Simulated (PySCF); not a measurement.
Ligand exchange on a metal centre used in film growth or etching (Zn F-CH3). Gas-phase values, no solvent. One relaxed conformer stands for each flexible species; it need not be the lowest.

All values below come from B3LYP-D3(BJ)/def2-TZVP // PBE-D3(BJ)/def2-SVP in PySCF. All candidates: neutral, multiplicity 1. B3LYP has the VWN-RPA correlation part, as in Gaussian. 

```yaml
LUMO: -0.10 eV
HOMO–LUMO gap: 6.85 eV
HOMO: -6.95 eV
```

Say which member has these values.
A. [Zn(F)(CH3)]
B. [Zn(F)2]
C. [Zn(CH3)2]

C, [Zn(CH3)2]. The others give [Zn(F)2]: -2.43 eV, 7.86 eV, -10.29 eV; [Zn(F)(CH3)]: -0.90 eV, 7.71 eV, -8.61 eV
